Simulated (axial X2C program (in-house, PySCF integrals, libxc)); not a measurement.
Low determinants of PtSi at the PBE0 level, with spin–orbit coupling

Computed with an axial X2C code built on PySCF integrals. Two-component (2c) means X2C with spin–orbit coupling and atomic mean-field two-electron Coulomb and Gaunt terms. Basis: Pt dyall-cv3z [13s14p9d6f4g], Si dyall-v3z [8s7p2d1f] (cores contracted in-house); Gaussian nuclei, density fitting, unrestricted open shells. Masses: Pt 194.965 u, Si 27.977 u.

Search at 2.079 Å (vertical energies from the lowest determinant):

```csv
ΔE (eV),state,electrons beyond evenly filled partner blocks,"electrons in ±ω = 1/2, 3/2, 5/2, 7/2"
0.00,Ω = 0,none,54 26 10 2
1.44,Ω = 1,2 × ω = 1/2,54 26 10 2
1.51,Ω = 2,"ω = 1/2, ω = 3/2",53 27 10 2
1.51,Ω = 2,"ω = -1/2, ω = 5/2",55 26 9 2
1.56,Ω = 3,"ω = 1/2, ω = 5/2",55 26 9 2
1.65,Ω = 1,"ω = -1/2, ω = 3/2",53 27 10 2
1.74,Ω = 4,"ω = 3/2, ω = 5/2",54 27 9 2
```

Lowest determinant, Ω = 0 (closed shell): Re = 2.072 Å, ωe = 553.9 cm⁻¹.

The determinant in row 2 of the search, Ω = 1 (⟨Sz⟩ = 0.00, ⟨Lz⟩ = 1.00 at PBE0), was followed along the bond at PBE0; measured from the minimum of the lowest determinant it gives:

Te = 1.386 eV (11182 cm⁻¹), Re = 2.155 Å, ωe = 422.0 cm⁻¹.

**Question.** Compare the bond of the determinant in row 2 with that of the lowest one.

**Answer.** At PBE0 its Re is 0.083 Å longer and its force constant, which goes as ωe², is 0.58 times that of the lowest determinant. This determinant mixes spin states, so it has no term energy of its own.

The search compares states at one distance, so a state with another bond length can lie lower; it is not exhaustive and yields mostly the lowest determinant of each block pattern, so other components and higher states of one pattern are missing. These are energies of single determinants, not of spin-adapted states; PBE0 term energies can be off by some tenths of an eV, and the functional has no current term. Open-shell Ω = 0 determinants with evenly filled partner blocks cannot be reached by this program, so the Ω shown need not be the lowest component.
